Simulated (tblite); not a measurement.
C7H12P2.
SMILES with atom numbers: `[CH:1]#[C:2][PH:3]/[CH:4]=[CH:5]/[PH:6][CH:7]([CH3:8])[CH3:9]` (hydrogens: H10 on C1; H11 on P3; H12 on C4; H13 on C5; H14 on P6; H15 on C7; H16, H17, H18 on C8; H19, H20, H21 on C9)

Computed with GFN2-xTB (tblite), gas phase: L-BFGS steps from a force-field or distance-geometry start until the largest atomic force falls under 0.01 eV/Å.

The end geometry, which sets the zero of energy:
```
atom  x, y, z in Å
C1      5.4571    0.2146   -0.4775
C2      4.3891    0.2186   -1.0296
P3      2.8744    0.3720   -1.9234
C4      1.7794    0.5375   -0.4762
C5      0.7726   -0.2810   -0.1870
P6     -0.3362   -0.1000    1.2397
C7     -1.9308    0.2475    0.2932
C8     -2.8965    0.9934    1.2073
C9     -2.5371   -1.0655   -0.1902
H10     6.3782    0.1687    0.0265
H11     2.6933   -1.0113   -2.0942
H12     1.9635    1.4217    0.1247
H13     0.5999   -1.1701   -0.7849
H14    -0.0366    1.2514    1.4649
H15    -1.6848    0.8767   -0.5714
H16    -3.1082    0.4047    2.0985
H17    -2.4761    1.9478    1.5206
H18    -3.8357    1.1843    0.6902
H19    -2.7770   -1.7044    0.6582
H20    -1.8461   -1.6011   -0.8389
H21    -3.4515   -0.8780   -0.7512
```

Question: These geometries come from the run, each turned onto the end geometry. Order them by energy, lowest first.
A.
```
atom  x, y, z in Å
C1      5.6803    0.2546   -0.5006
C2      4.6231    0.2330   -1.0495
P3      3.0183    0.2048   -1.8809
C4      1.9062    0.4254   -0.4231
C5      0.7126   -0.1491   -0.3581
P6     -0.3686    0.0689    1.1137
C7     -2.0394    0.2740    0.2923
C8     -3.0087    0.9654    1.2557
C9     -2.5942   -1.0885   -0.1375
H10     6.6266    0.2775    0.0038
H11     2.8500   -1.2001   -2.0473
H12     2.2522    1.0496    0.4087
H13     0.3625   -0.7847   -1.1816
H14    -0.0995    1.4413    1.3570
H15    -1.9148    0.9128   -0.5899
H16    -3.1719    0.3811    2.1660
H17    -2.6383    1.9516    1.5484
H18    -3.9771    1.1003    0.7673
H19    -2.7290   -1.7535    0.7191
H20    -1.9318   -1.5832   -0.8495
H21    -3.5677   -0.9537   -0.6148
```
B.
```
atom  x, y, z in Å
C1      5.6095    0.2541   -0.5034
C2      4.5258    0.1858   -1.0206
P3      2.9835    0.2581   -1.8785
C4      1.9008    0.4256   -0.4193
C5      0.6972   -0.1320   -0.3144
P6     -0.3712    0.0249    1.1450
C7     -2.0189    0.2716    0.2692
C8     -2.9697    0.9669    1.2362
C9     -2.5801   -1.0810   -0.1562
H10     6.5468    0.2654   -0.0264
H11     2.8570   -1.1372   -1.9992
H12     2.2626    1.0996    0.3489
H13     0.3377   -0.8135   -1.0781
H14    -0.1274    1.3916    1.3503
H15    -1.8638    0.8996   -0.6173
H16    -3.0947    0.3632    2.1335
H17    -2.5811    1.9400    1.5306
H18    -3.9466    1.1085    0.7778
H19    -2.7140   -1.7212    0.7141
H20    -1.9157   -1.5900   -0.8521
H21    -3.5465   -0.9525   -0.6408
```
C.
```
atom  x, y, z in Å
C1      5.4664    0.2178   -0.4825
C2      4.4007    0.1972   -1.0393
P3      2.8794    0.3567   -1.9221
C4      1.8036    0.5270   -0.4614
C5      0.7614   -0.2542   -0.1963
P6     -0.3381   -0.0976    1.2389
C7     -1.9340    0.2500    0.2939
C8     -2.9071    0.9928    1.2023
C9     -2.5353   -1.0669   -0.1863
H10     6.3855    0.1932    0.0277
H11     2.6867   -1.0250   -2.1012
H12     2.0377    1.3807    0.1659
H13     0.5458   -1.1078   -0.8314
H14    -0.0439    1.2496    1.4944
H15    -1.6919    0.8767   -0.5734
H16    -3.0863    0.4231    2.1127
H17    -2.5137    1.9696    1.4797
H18    -3.8588    1.1336    0.6915
H19    -2.7645   -1.7071    0.6641
H20    -1.8459   -1.5986   -0.8404
H21    -3.4566   -0.8831   -0.7376
```
D.
```
atom  x, y, z in Å
C1      5.5111    0.2378   -0.4884
C2      4.4459    0.1901   -1.0435
P3      2.9134    0.3071   -1.9053
C4      1.8569    0.4926   -0.4322
C5      0.7320   -0.1927   -0.2456
P6     -0.3548   -0.0459    1.2009
C7     -1.9737    0.2496    0.2863
C8     -2.9300    0.9852    1.2201
C9     -2.5536   -1.0833   -0.1806
H10     6.4382    0.2294    0.0048
H11     2.7292   -1.0789   -2.0315
H12     2.1753    1.2645    0.2599
H13     0.4596   -0.9713   -0.9533
H14    -0.0817    1.3111    1.4275
H15    -1.7635    0.8785   -0.5879
H16    -3.0853    0.4182    2.1369
H17    -2.5277    1.9625    1.4858
H18    -3.8960    1.1298    0.7395
H19    -2.7430   -1.7380    0.6688
H20    -1.8677   -1.5944   -0.8555
H21    -3.4936   -0.9244   -0.7074
```
E.
```
atom  x, y, z in Å
C1      5.6710    0.2562   -0.5043
C2      4.5980    0.2055   -1.0419
P3      3.0326    0.2281   -1.8657
C4      1.9278    0.4005   -0.4212
C5      0.6999   -0.1231   -0.3601
P6     -0.3566    0.0490    1.1162
C7     -2.0486    0.2755    0.2953
C8     -3.0097    0.9686    1.2549
C9     -2.5932   -1.0833   -0.1377
H10     6.6015    0.2799   -0.0142
H11     2.8668   -1.1765   -2.0251
H12     2.2576    1.0452    0.3806
H13     0.3604   -0.7764   -1.1523
H14    -0.1053    1.4218    1.3362
H15    -1.9148    0.9103   -0.5923
H16    -3.1630    0.3789    2.1573
H17    -2.6376    1.9446    1.5466
H18    -3.9749    1.1004    0.7699
H19    -2.7237   -1.7437    0.7175
H20    -1.9332   -1.5786   -0.8456
H21    -3.5642   -0.9552   -0.6151
```

Answer: C (0.003 eV), D (0.012 eV), B (0.024 eV), E (0.066 eV), A (0.178 eV).

In the order of the answer:

| step | E above end (eV) | largest force (eV/Å) | rms force component (eV/Å) | rms distance from end (Å) | rms bond change (Å) | bond most changed (Å) |
| --- | --- | --- | --- | --- | --- | --- |
| 52 | 0.003 | 0.03 | 0.011 | 0.038 | 0.000 | C5–P6 -0.001 |
| 40 | 0.012 | 0.07 | 0.023 | 0.115 | 0.001 | P6–C7 -0.004 |
| 27 | 0.024 | 0.06 | 0.017 | 0.214 | 0.001 | P6–C7 -0.004 |
| 4 | 0.066 | 0.43 | 0.113 | 0.250 | 0.006 | P3–H11 +0.018 |
| 1 | 0.178 | 2.16 | 0.421 | 0.254 | 0.016 | C2–P3 +0.042 |
